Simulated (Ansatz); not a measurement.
`[SiH3]/N=C/Cl` + `C=N` → `C=N/C=N/[SiH3]` + HCl  (substitution at a C–Cl bond)

Program: Ansatz. Geometries: PBE0-D4/def2-TZVP. ΔE: electronic, gas phase. CCSD(T)/CBS adds triple-zeta CCSD(T) − MP2 to the extrapolated MP2 energy (def2 sets, frozen cores). This one scheme is used for every species. Double bonds are as drawn, so ΔE can hold a change between cis and trans. DFT in def2-TZVPP. Each species was taken in one conformer, which may not be the lowest.

(1) Is it downhill or uphill in electronic energy at CCSD(T)/CBS, and by how much? (Estimate.)

(2) What do these levels give: PBE0-D4, B2PLYP, PBE, r2SCAN, PBE0, CCSD/def2-TZVPP? (An estimate is asked.)

Largest T1 diagnostic among the species: 0.015.

Answers

(1) Computed: Downhill: ΔE = -24.1 kJ/mol.

(2) Ansatz gave: PBE0-D4 -24.2, B2PLYP -21.6, PBE -17.7, r2SCAN -21.7, PBE0 -22.3, CCSD/def2-TZVPP -25.9 kJ/mol.

The D4 term adds −3.1 kJ/mol with B3LYP and −1.9 kJ/mol with PBE0; it sums over pairs of atoms, weighted by their polarisabilities, and B3LYP, whose exchange is more repulsive, gets the larger term. From PBE to PBE0 (25 % exact exchange), in def2-TZVPP and without D4, ΔE moves by −4.6 kJ/mol.

B3LYP here is the variant with VWN-RPA as its local correlation; programs differ in this.
